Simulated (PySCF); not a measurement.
# How methods differ on the excitation energy of Ge²⁺

Ge²⁺ [Ar] 3d10 4s2 (1S) → Ge²⁺ [Ar] 3d10 4s1 5s1 (3S), as a difference of total energies. All numbers are calculated (PySCF 2.14, scalar relativity through the core potential, in aug-cc-pVQZ-PP with ECP10MDF (7s6p5d3f2g, 89 functions)). Correlated levels: valence: 3s2 3p6 3d10 frozen. The calculations carry no spin-orbit coupling.

```json
{"method": "UHF", "excitation energy (eV)": "18.144"}
{"method": "MP2 (valence)", "excitation energy (eV)": "18.847"}
{"method": "SCS-MP2 (valence)", "excitation energy (eV)": "19.089"}
{"method": "CCSD (valence)", "excitation energy (eV)": "19.041"}
```

**Question.** How much does correlation contribute at MP2 (valence)?

**Answer.** 18.847 − (18.144) = 0.703 eV, measured against UHF.

The promoted electron is Rydberg-like, and one or two diffuse shells describe it only roughly, which tends to raise the upper state.

With two correlated electrons CCSD is exact in that space.
